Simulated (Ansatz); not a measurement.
CH$_{5}$ClOSSi (`O[SiH](S)CCl`) from Hartree–Fock to CCSD(T)

```xyz
10

O     1.6465   -0.7771   -0.0106
Si    0.2019   -0.2225    0.5244
S     0.2279    1.8242    1.1205
C    -1.0983   -0.3260   -0.8280
Cl   -0.5351    0.6062   -2.2471
H     2.0346   -0.3072   -0.7529
H    -0.1507   -1.1035    1.6600
H     0.9777    1.5770    2.2082
H    -2.0599    0.0856   -0.5208
H    -1.2448   -1.3566   -1.1539
```

Charge 0, multiplicity 1. The structure was optimised at the PBE0-D4/def2-TZVP level. It is one conformer, not always the lowest. Frozen core, restricted reference, Ansatz 0.2.0. CBS rows extrapolate triple and quadruple zeta; past MP2 they add the triple-zeta difference.

```tsv
basis	HF (Eh)	MP2 corr.
def2-SVP	-1261.23329	-0.68727
def2-TZVPP	-1261.78423	-0.90146
def2-QZVPP	-1261.82295	-0.97806
```

**Question.** Estimate the CCSD correlation energy and the (T) correction in each basis where they were run (hartree).

**Answer.** 
```tsv
basis	CCSD corr.	(T)
def2-SVP	-0.74287	-0.01895
def2-TZVPP	-0.95607	-0.03969
CBS(def2)	-1.08940	as TZ
```
